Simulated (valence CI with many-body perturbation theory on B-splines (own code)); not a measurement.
## Pt⁷¹⁺: what each term of the Hamiltonian does

Calculated by valence CI with perturbative core correlation (CI+MBPT): five valence electrons over a frozen Dirac-Fock core [He], a basis of 9 s, 9 p, 8 d, 6 f, 3 g, 1 h functions for each j, with the one-electron correlation potential Σ1, the two-electron term Σ2, the three-electron term Σ3, Breit, model QED; selected CI, second order for the rest (own B-spline code, finite nucleus).

No measured spectrum was set against this ion. As an estimate, large intervals hold to a few tenths of a per cent, small ones and those within an open d or f shell to about a per cent. Among the levels kept, up to 1200 cm⁻¹ of a level comes from second order outside the variational space, and about a tenth of that is noise between levels of different J, which matters for small intervals.

Each rung adds one term. CI alone is the Dirac-Coulomb CI over the frozen core; QED comes last and gives the full result, which names the levels. Energies are above (2s^2 2p1/2^2 2p3/2) J=3/2 on the same rung, in eV.

Levels are named by their leading jj configuration (3d3/2^4 stands for four electrons in 3d with j = 3/2), which in mixed levels can hold well under half, so a name can repeat and another be missing. Letters in brackets count levels of one name in rising energy.

| Level | CI alone | + Σ1 | + Σ2 | + Σ3 | + Breit | Full |
| --- | --- | --- | --- | --- | --- | --- |
| (2s^2 2p1/2 2p3/2^2) J=3/2 | 1798 | 1798 | 1798 | 1798 | 1775 | 1777 |
| (2s^2 2p1/2 2p3/2^2) J=5/2 | 1833 | 1833 | 1833 | 1833 | 1798 | 1800 |
| (2s^2 2p1/2 2p3/2^2) J=1/2 | 1876 | 1876 | 1876 | 1876 | 1856 | 1858 |
| (2s 2p1/2^2 2p3/2^2) J=5/2 | 2185 | 2185 | 2184 | 2184 | 2174 | 2154 |
| (2s 2p1/2^2 2p3/2^2) J=1/2 | 2287 | 2287 | 2287 | 2286 | 2289 | 2269 |
| (2s 2p1/2^2 2p3/2^2) J=3/2 | 2296 | 2296 | 2296 | 2295 | 2290 | 2270 |
| (2s^2 2p3/2^3) J=3/2 | 3682 | 3682 | 3682 | 3682 | 3636 | 3640 |
| (2s 2p1/2 2p3/2^3) J=3/2 [a] | 4006 | 4006 | 4006 | 4006 | 3979 | 3962 |
| (2s 2p1/2 2p3/2^3) J=5/2 | 4061 | 4061 | 4061 | 4060 | 4022 | 4004 |
| (2s 2p1/2 2p3/2^3) J=1/2 | 4120 | 4120 | 4120 | 4120 | 4094 | 4076 |
| (2s 2p1/2 2p3/2^3) J=3/2 [b] | 4134 | 4134 | 4134 | 4134 | 4101 | 4083 |
| (2p1/2^2 2p3/2^3) J=3/2 | 4548 | 4548 | 4547 | 4547 | 4539 | 4499 |
| (2s 2p3/2^4) J=1/2 | 5937 | 5937 | 5937 | 5937 | 5889 | 5873 |
| (2p1/2 2p3/2^4) J=1/2 | 6379 | 6379 | 6379 | 6378 | 6346 | 6309 |
| (2s^2 2p1/2^2 3s) J=1/2 | 9797 | 9797 | 9797 | 9797 | 9787 | 9791 |
| (2s^2 2p1/2^2 3p1/2) J=1/2 | 9911 | 9912 | 9912 | 9912 | 9908 | 9905 |
| (2s^2 2p1/2^2 3p3/2) J=3/2 | 10459 | 10459 | 10459 | 10459 | 10448 | 10446 |
| (2s^2 2p1/2^2 3d3/2) J=3/2 | 10556 | 10557 | 10557 | 10556 | 10545 | 10542 |
| (2s^2 2p1/2^2 3d5/2) J=5/2 | 10706 | 10706 | 10706 | 10706 | 10691 | 10688 |

Question: How does the ionisation energy move along the ladder, and which term matters most?

Answer: CI alone 18655, + Σ1 18655, + Σ2 18656, + Σ3 18655, + Breit 18639, + QED 18636 eV. The largest step is Breit, -16 eV. NIST lists 18630 ± 60 eV (theoretical).
